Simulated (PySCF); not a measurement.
Geometries of 2 isomers of C3H7IOSi, from PBE0-D3(BJ)/def2-SVP geometry optimisation, gas phase, def2 core potentials past Kr (PySCF 2.14.0). One conformer each, no zero-point energy, no frequencies.

Question: Which isomer lies lower at this level?
A.
```xyz
13
angstrom
I     -0.951   -1.803    2.522
Si    -0.150    0.078    1.159
C      1.215   -0.459   -0.013
C      0.357   -0.860   -1.223
C     -0.796    0.144   -1.331
O     -1.251    0.482   -0.029
H      0.074    1.208    2.095
H      1.860   -1.269    0.352
H      1.852    0.412   -0.244
H     -0.055   -1.869   -1.055
H      0.935   -0.897   -2.160
H     -0.460    1.066   -1.840
H     -1.639   -0.267   -1.909
```
B.
```xyz
13
angstrom
C     -2.400   -0.136    0.232
C     -1.189   -0.398   -0.259
I     -0.651   -2.438   -0.557
C     -0.123    0.584   -0.592
Si     1.376    0.578    0.581
O      2.400   -0.701    0.308
H     -3.118   -0.915    0.490
H     -2.697    0.907    0.384
H      0.252    0.436   -1.619
H     -0.555    1.600   -0.542
H      2.170    1.808    0.311
H      0.845    0.601    1.979
H      1.983   -1.571    0.290
```

Answer: A. That is `I[Si@H]1CCCO1`, 43.7 kcal/mol below the other.

```tsv
SMILES	atoms numbered as above	E (Eh)	relative (kcal/mol)	relative (kJ/mol)	dipole (D)
I[Si@H]1CCCO1	[I:1][Si@H:2]1[CH2:3][CH2:4][CH2:5][O:6]1	-780.47774	0.0	0.0	2.85
C=C(I)C[SiH2]O	[CH2:1]=[C:2]([I:3])[CH2:4][SiH2:5][OH:6]	-780.40806	43.7	182.9	1.75
```

As drawn, the higher has an O–H bond and a C=C bond outside aromatic rings, which the lower lacks.
